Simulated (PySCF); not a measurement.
C₂H₅O₂, charge +1, singlet, at a GFN2-xTB geometry, with bond 7-5 at 1.3 times its length; CAMB3LYP/STO-3G (PySCF).

PySCF was given this input:
```python
from pyscf import gto, scf, dft

mol = gto.M(
    atom='''
C    -0.050757    0.033126   -0.001070
O     0.113774    1.304783   -0.057778
O    -1.238776   -0.410557    0.027083
H    -1.956955    0.256372    0.003296
C     1.049036   -0.933844    0.032986
H     2.030834   -0.468211    0.005402
H     0.936859   -1.745445    1.194970
H     0.949954   -1.633579   -0.801699
H     1.023760    1.654069   -0.079754
''',
    basis='sto-3g',
    charge=1,
    spin=0,
    verbose=4,
)

mf = dft.RKS(mol)
mf.xc = 'camb3lyp'
mf.diis_space = 4
mf.kernel()
```

What the program printed (banner, timings and long lists left out):

```
PySCF version 2.14.0

[INPUT] verbose = 4
[INPUT] num. atoms = 9
[INPUT] num. electrons = 32
[INPUT] charge = 1
[INPUT] spin (= nelec alpha-beta = 2S) = 0
[INPUT] symmetry False subgroup None
[INPUT] Mole.unit = angstrom
[INPUT] Symbol           X                Y                Z      unit          X                Y                Z       unit  Magmom
[INPUT]  1 C     -0.050757000000   0.033126000000  -0.001070000000 AA   -0.095916828905   0.062599067602  -0.002022006953 Bohr   0.0
[INPUT]  2 O      0.113774000000   1.304783000000  -0.057778000000 AA    0.215001700096   2.465682521988  -0.109184596025 Bohr   0.0
[INPUT]  3 O     -1.238776000000  -0.410557000000   0.027083000000 AA   -2.340947369684  -0.775840288523   0.051179452632 Bohr   0.0
[INPUT]  4 H     -1.956955000000   0.256372000000   0.003296000000 AA   -3.698108988098   0.484472866007   0.006228537307 Bohr   0.0
[INPUT]  5 C      1.049036000000  -0.933844000000   0.032986000000 AA    1.982390734809  -1.764709403068   0.062334505945 Bohr   0.0
[INPUT]  6 H      2.030834000000  -0.468211000000   0.005402000000 AA    3.837720064455  -0.884790558509   0.010208300525 Bohr   0.0
[INPUT]  7 H      0.936859000000  -1.745445000000   1.194970000000 AA    1.770406927334  -3.298413015491   2.258166027072 Bohr   0.0
[INPUT]  8 H      0.949954000000  -1.633579000000  -0.801699000000 AA    1.795152890935  -3.087016912841  -1.514991544338 Bohr   0.0
[INPUT]  9 H      1.023760000000   1.654069000000  -0.079754000000 AA    1.934626017285   3.125737401133  -0.150713217339 Bohr   0.0

nuclear repulsion = 129.898096903559
number of shells = 17
number of NR pGTOs = 75
number of NR cGTOs = 25
basis = sto-3g
ecp = {}

******** <class 'pyscf.dft.rks.RKS'> ********
method = RKS
initial guess = minao
damping factor = 0
level_shift factor = 0
DIIS = <class 'pyscf.scf.diis.CDIIS'>
diis_start_cycle = 1
diis_space = 4
diis_damp = 0
SCF conv_tol = 1e-09
SCF conv_tol_grad = None
SCF max_cycles = 50
direct_scf = True
direct_scf_tol = 1e-13
XC library pyscf.dft.libxc version 7.1.2
    S. Lehtola, C. Steigemann, M. J. T. Oliveira, and M. A. L. Marques,  SoftwareX 7, 1–5 (2018)
XC functionals = camb3lyp
    T. Yanai, D. P. Tew, and N. C. Handy,  Chem. Phys. Lett. 393, 51 (2004)
radial grids:
    Treutler-Ahlrichs [JCP 102, 346 (1995); DOI:10.1063/1.469408] (M4) radial grids

becke partition: Becke, JCP 88, 2547 (1988); DOI:10.1063/1.454033
pruning grids: <function nwchem_prune>
grids dens level: 3
symmetrized grids: False
atomic radii adjust function: <function treutler_atomic_radii_adjust>
small_rho_cutoff = 0
Set gradient conv threshold to 3.16228e-05
Initial guess from minao.
tot grids = 105440
init E= -227.180000630955
  HOMO = -0.357962894559856  LUMO = 0.015264614364196  gap/eV = 10.15604
cycle= 1 E= -226.10167572129  delta_E= 1.08  |g|= 0.633  |ddm|= 3.65
  HOMO = -0.521452801957419  LUMO = -0.203915969968177  gap/eV = 8.64062
cycle= 2 E= -226.123933524217  delta_E= -0.0223  |g|= 0.631  |ddm|=  1.4
  HOMO = -0.584507291089541  LUMO = -0.170629529756686  gap/eV = 11.26219
cycle= 3 E= -226.22875091683  delta_E= -0.105  |g|= 0.025  |ddm|= 0.674
  HOMO = -0.58994189457623  LUMO = -0.163124498731635  gap/eV = 11.61429
cycle= 4 E= -226.228856839591  delta_E= -0.000106  |g|= 0.0202  |ddm|= 0.0563
  HOMO = -0.590604671055288  LUMO = -0.163123899463912  gap/eV = 11.63234
cycle= 5 E= -226.228973169818  delta_E= -0.000116  |g|= 0.00446  |ddm|= 0.0284
  HOMO = -0.589996211375744  LUMO = -0.163688483226837  gap/eV = 11.60042
cycle= 6 E= -226.22897822797  delta_E= -5.06e-06  |g|= 0.00157  |ddm|= 0.00691
  HOMO = -0.590159147494379  LUMO = -0.163615192123181  gap/eV = 11.60685
cycle= 7 E= -226.228978974304  delta_E= -7.46e-07  |g|= 0.000509  |ddm|= 0.00255
  HOMO = -0.590139624871999  LUMO = -0.163597659311238  gap/eV = 11.60680
cycle= 8 E= -226.228979041629  delta_E= -6.73e-08  |g|= 0.000154  |ddm|= 0.000691
  HOMO = -0.59013670458868  LUMO = -0.163593901266267  gap/eV = 11.60682
cycle= 9 E= -226.228979048473  delta_E= -6.84e-09  |g|= 3.63e-05  |ddm|= 0.000216
  HOMO = -0.590138786128903  LUMO = -0.163596760027259  gap/eV = 11.60680
cycle= 10 E= -226.228979048721  delta_E= -2.48e-10  |g|= 2.77e-05  |ddm|= 7.54e-05
  HOMO = -0.590138356654721  LUMO = -0.163596276753943  gap/eV = 11.60680
Extra cycle  E= -226.228979048678  delta_E= 4.28e-11  |g|= 3.21e-05  |ddm|= 7.42e-05
converged SCF energy = -226.228979048678
```
